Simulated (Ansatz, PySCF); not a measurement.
C4H5ClSi, SMILES C#C/C=C\[SiH2]Cl. Atoms are numbered in the order given.

```xyz
11

C      2.5169     0.7863    -2.0884
C      2.1204    -0.1238    -1.3824
C      1.6291    -1.1689    -0.5473
C      0.4884    -1.0555     0.1738
Si    -0.5612     0.4960     0.1444
Cl    -2.1754     0.1893     1.4242
H      2.8698     1.5861    -2.7118
H      2.2261    -2.0888    -0.5125
H      0.1800    -1.9068     0.7910
H     -1.0960     0.7666    -1.2127
H      0.1955     1.6746     0.6333
```

Coordinates come from a TPSSh-D3(BJ)/def2-SVP optimisation. The structure was generated by enumeration; whether it is a known compound was not checked. One conformer was computed; it need not be the lowest.

Two levels are set side by side: PBE-D3(BJ)/def2-SVP (Ansatz, a first-principles code) and TPSSh-D3(BJ)/def2-SVP (PySCF). Each level has its own optimised geometry; the coordinates shown are those of the second. Frequencies come from the Hessian of PySCF at each geometry. Differences are taken from unrounded values.

```
quantity                            TPSSh-D3(BJ)  PBE-D3(BJ)  PBE-D3(BJ) minus TPSSh-D3(BJ)
----------------------------------  ------------  ----------  -----------------------------
mean bond length (Å)                       1.419       1.427                          0.008
bond C1–C2 (Å)                             1.218       1.227                          0.009
bond C2–C3 (Å)                             1.425       1.423                         -0.002
bond C3–C4 (Å)                             1.354       1.362                          0.007
bond C4–Si5 (Å)                            1.873       1.878                          0.004
bond Si5–Cl6 (Å)                           2.083       2.088                          0.006
bond C1–H7 (Å)                             1.074       1.081                          0.008
bond C3–H8 (Å)                             1.097       1.106                          0.009
bond C4–H9 (Å)                             1.096       1.104                          0.008
bond Si5–H10 (Å)                           1.484       1.501                          0.017
bond Si5–H11 (Å)                           1.483       1.501                          0.017
highest harmonic wavenumber (cm⁻¹)          3470        3404                            -65
mean harmonic wavenumber (cm⁻¹)             1148        1112                            -36
zero-point energy (kcal/mol)               44.29       42.91                          -1.39
```

GGA bonds tend to be longer and softer than those of functionals with exact exchange. Differences between two approximate levels are no errors against the true value.
